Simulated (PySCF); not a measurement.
C3H8SeSi.
SMILES with atom numbers: `[CH2:1]=[C:2]([CH3:3])[SiH2:4][SeH:5]` (hydrogens: H6, H7 on C1; H8, H9, H10 on C3; H11, H12 on Si4; H13 on Se5)

Computed by this run: PBE0-D3(BJ)/def2-SVP geometry optimisation, gas phase (PySCF); density fitting, grid level 1; the optimiser is geomeTRIC in internal coordinates, started from a GFN2-xTB structure with every atom displaced at random (about 0.01 Å).

Step 0: E = -76441.2198 eV
```
atom  x, y, z in Å  |  force x, y, z in eV/Å
C1      0.1284   -0.9202    1.5202   -0.279   1.291  -1.265
C2     -0.2911   -0.3353    0.3799    0.217  -0.017   0.148
C3     -1.3519   -0.9574   -0.4979    1.136   0.595   1.048
Si4     0.4341    1.3160   -0.2489   -0.377  -0.704   1.252
Se5     2.1277    2.0499    1.0530   -0.570   1.687   0.430
H6      0.8529   -0.4397    2.1474    0.647   0.302   0.491
H7     -0.2943   -1.8308    1.8676   -0.489  -1.152   0.365
H8     -1.6685   -1.8899   -0.0762   -0.487  -0.896   0.311
H9     -0.9351   -1.1357   -1.4660    0.240  -0.219  -1.206
H10    -2.1819   -0.2825   -0.5873   -0.893   0.491  -0.224
H11     0.9014    1.1646   -1.6025    0.191  -0.129  -1.088
H12    -0.5719    2.3960   -0.1522   -0.181   0.213  -0.114
H13     2.8562    0.8482    1.0169    0.845  -1.461  -0.149
```

Task: Estimate the geometry and energy of step 1. (The exact step hangs on the optimiser's Hessian estimate; all steps are aligned on step 0, rigid shifts and turns removed.)

Result: E = -76441.4107 eV, largest force 0.866 eV/Å
```
atom  x, y, z in Å  |  force x, y, z in eV/Å
C1      0.0567   -0.8570    1.5613    0.190  -0.341   0.323
C2     -0.2856   -0.3412    0.3789    0.000   0.292  -0.102
C3     -1.3106   -0.9763   -0.5134   -0.045  -0.036  -0.135
Si4     0.4540    1.2992   -0.1929   -0.167   0.007  -0.159
Se5     2.1727    2.0576    1.1151    0.363  -0.769  -0.164
H6      0.7915   -0.3666    2.2128   -0.079  -0.042  -0.032
H7     -0.3667   -1.8117    1.9192    0.049   0.222  -0.058
H8     -1.5984   -1.9745   -0.1414   -0.015   0.083  -0.047
H9     -0.9414   -1.0859   -1.5507   -0.057   0.013   0.119
H10    -2.2220   -0.3506   -0.5617    0.073  -0.084  -0.043
H11     0.8276    1.1901   -1.6448    0.091  -0.041   0.144
H12    -0.5605    2.3955   -0.1156    0.002   0.013   0.047
H13     2.9884    0.8043    0.8872   -0.405   0.683   0.108
```

The energy changes by -0.1909 eV. The first-order estimate −F·Δx gives -0.5304 eV and the mean of the old and new forces, exact on a quadratic surface, -0.1857 eV. The step makes an angle of 71° with the force vector and moves no atom by more than 0.190 Å.

The cost below is that of the whole optimisation. Time: 85 s of wall time; peak memory 0.51 GiB. Hardware: Arm Neoverse V1, one thread (shared host).
